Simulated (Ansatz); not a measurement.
Molecule: sum formula SiH$_{2}$F, net charge -1, singlet state. It need not be the lowest isomer of its formula. Whether it binds its extra electron was not tested at this geometry. 
Coordinates optimised at B3LYP-D3(BJ)/def2-TZVP (Ansatz, an electronic-structure program):
```
Si
F 1 1.7087
H 1 1.5584 2 97.75
H 1 1.5584 3 91.68 2 -98.06
```
Charge -1, spin multiplicity 1.

Basis-set convergence of Hartree-Fock and CCSD correlation energies (hartree) with Ansatz. Valence correlation only, unless marked. No spin-orbit coupling. Non-relativistic.

| basis | functions | E(HF) | E(corr, CCSD) |
|---|---|---|---|
| aug-cc-pV(D+d)Z | 73 | -389.57722 | -0.35128 |
| aug-cc-pV(T+d)Z | 147 | -389.61561 | -0.42384 |
| aug-cc-pV(Q+d)Z | 261 | -389.62650 | -0.44883 |

Extrapolating the two largest sets (X = 3 and 4) as X^-3: E(corr) = (64·(-0.44883) - 27·(-0.42384))/37 = -0.4671 Eh, an estimate of the basis-set limit. The largest set recovers 96.1 % of it, the smallest 75.2 %.
